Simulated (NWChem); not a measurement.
Species: BNH$_{4}$, triplet; SMILES of the neutral closed-shell parent BN

```xyz
6

B     -0.1611    -0.8198     0.0000
N     -0.0209     0.6297     0.0000
H      0.4415    -1.3513    -0.9443
H      0.4415    -1.3513     0.9443
H      0.8759     1.1195     0.0000
H     -0.8068     1.2740     0.0000
```
Atoms are numbered in this order, from 1.

Computed with NWChem. Spin-unrestricted. Medium grid unless said otherwise, to which SCAN and Minnesota functionals are sensitive. In the optimisation the excess spin sits in a' and a" (Cs, its own frame). All runs use the structure optimised with B3LYP/6-31G* (spherical d), spin-unrestricted. The spin multiplicity was typed, not searched, and may not be the lowest. No stability test was run on the SCF state.

**Question.** What does the run give for MN15/def2-TZVP? Quantities: highest occupied level (eV); lowest empty minus highest occupied level, either spin (eV); dipole (D); <S²>.

**Answer.** 
```
Item                                                         Result
-----------------------------------------------------------  ------
highest occupied level (eV)                                   -5.07
lowest empty minus highest occupied level, either spin (eV)    1.35
dipole (D)                                                     3.32
<S²>                                                           2.00
```
